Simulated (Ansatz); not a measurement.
Reaction (redistribution): `[AlH2][SiH]1C[SiH2]1` + `CB(F)BCl` → `C[B](F)[AlH2]` + `ClB[SiH]1C[SiH2]1`

Gas-phase electronic energies from Ansatz, PBE0-D4/def2-TZVP geometries. CCSD(T)/CBS adds triple-zeta CCSD(T) − MP2 to the extrapolated MP2 energy (def2 sets, frozen cores). Functionals use def2-TZVPP. Each species was taken in one conformer, which may not be the lowest.

`[AlH2][SiH]1C[SiH2]1`:

```xyz
11

Al    0.871   -1.326   -1.256
Si   -0.189   -1.082    0.883
C    -1.267    0.482    0.946
Si    0.151    1.080   -0.127
H     2.356   -1.877   -1.181
H    -0.009   -1.324   -2.575
H     0.838   -0.816    1.947
H    -1.371    0.941    1.925
H    -2.216    0.414    0.421
H    -0.269    1.493   -1.488
H     1.105    2.015    0.505
```

`CB(F)BCl`:

Z-matrix (Å, degrees):
```
C
B 1 1.561
H 1 1.092 2 112.9
H 1 1.093 2 112.9 3 124.9
H 1 1.098 2 107.6 3 -118.8
F 2 1.336 1 118.2 3 17.6
B 2 1.699 1 123.9 3 -164.2
Cl 7 1.748 2 118.7 1 -83.0
H 7 1.196 2 125.8 1 95.1
```

`C[B](F)[AlH2]`:

Cartesian coordinates in Å:
```
C -1.203 -0.026 -0.841
B -0.201 0.592 0.186
F -0.465 1.831 0.621
Al 1.596 -0.355 0.945
H -0.704 -0.084 -1.819
H -1.465 -1.058 -0.586
H -2.119 0.560 -0.962
H 1.571 -1.232 2.275
H 2.989 -0.229 0.181
```

`ClB[SiH]1C[SiH2]1`:

Cartesian coordinates in Å:
```
Cl 2.501 -0.809 -0.989
B 1.359 -1.610 0.068
Si -0.450 -0.872 0.235
C -0.888 0.601 -0.893
Si -0.269 1.355 0.708
H 1.773 -2.530 0.706
H -1.577 -1.632 0.825
H -1.947 0.732 -1.106
H -0.273 0.702 -1.783
H -1.282 2.042 1.541
H 1.052 2.020 0.687
```

Problem. Is it downhill or uphill in electronic energy at CCSD(T)/CBS, and by how much? (Estimate.)

Solution. Computed: Uphill: ΔE = +66.0 kJ/mol.

Problem. What do these levels give: ωB97M-V, PBE, r2SCAN, PBE0, HF/def2-TZVPP, CCSD/CBS(def2)? (Best estimate.)

Solution. The calculation gave: ωB97M-V 65.6, PBE 67.1, r2SCAN 67.9, PBE0 68.4, HF/def2-TZVPP 50.7, CCSD/CBS(def2) 63.1 kJ/mol.

Largest T1 diagnostic among the species: 0.015.

In def2-TZVPP, CCSD(T) changes the Hartree–Fock value by +16.1 kJ/mol (the triples alone add +2.9 kJ/mol) and MP2 by +16.0 kJ/mol.
